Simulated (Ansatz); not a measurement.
C4H8NO, doublet, at a GFN2-xTB geometry; SC-NEVPT2/6-31G, CASSCF(3,5) in Ansatz (an electronic-structure program).

Input for Ansatz:
Ansatz 0.2 input:
```yaml
crystal:
  periodic: [false, false, false]
  atoms:
    - {symbol: C, position_ang: [1.66145905, -0.80087254, 0.23615739]}
    - {symbol: N, position_ang: [0.64206832, 0.08315171, 0.10863083]}
    - {symbol: C, position_ang: [0.92115021, 1.49583880, 0.21673772]}
    - {symbol: C, position_ang: [-0.64190314, -0.37894326, -0.12168772]}
    - {symbol: C, position_ang: [-1.71522365, 0.67357011, -0.25057681]}
    - {symbol: O, position_ang: [-0.87036623, -1.57563418, -0.21196618]}
    - {symbol: H, position_ang: [1.43219824, -1.84224515, 0.15261881]}
    - {symbol: H, position_ang: [2.65363481, -0.44437296, 0.41410806]}
    - {symbol: H, position_ang: [0.36595916, 1.94077798, 1.04464876]}
    - {symbol: H, position_ang: [0.65166216, 2.01809111, -0.70319345]}
    - {symbol: H, position_ang: [1.98427130, 1.63889762, 0.39684391]}
    - {symbol: H, position_ang: [-1.79888927, 1.26537601, 0.65921442]}
    - {symbol: H, position_ang: [-2.65955553, 0.16638465, -0.42737225]}
    - {symbol: H, position_ang: [-1.51372400, 1.34254362, -1.08533819]}
basis:
  gaussian:
    orbitals: 6-31G
correlation: {method: sc_nevpt2, electrons: all, active_space: {window: {electrons: 3, orbitals: 5}}}
magnetization: {spin_polarized: false, initial_magnetization: 1}
```

It wrote (shortened):

```
Functional definition: HF
971 factors; integrals over basis functions are off by at most 2.6e-4 eV
mean field evaluation 1: about -7758.1219 eV, gradient 4.0e1 eV
mean field evaluation 2: about -7758.1308 eV, gradient 4.0e1 eV
mean field evaluation 4: about -7762.4480 eV, gradient 4.6e0 eV
mean field evaluation 8: about -7762.5871 eV, gradient 2.7e-1 eV
mean field -7762.58756271 eV, -285.2698312589 hartree, gradient 2.9e-6 eV, S^2 0.750000; 0 other end points of the search recorded, 0 dependent functions left out
reference -7762.58756271 eV, -285.2698312589 hartree; 24, 23 occupied and 46, 47 virtual orbitals, 971 factors
state -7763.44143788 eV, -285.3012105925 hartree
state -7763.44143788 eV, -285.3012105925 hartree; corrected -7778.39371763 eV, -285.8506967382 hartree
Total energy: -7778.39371763 eV, -285.8506967382 hartree
```
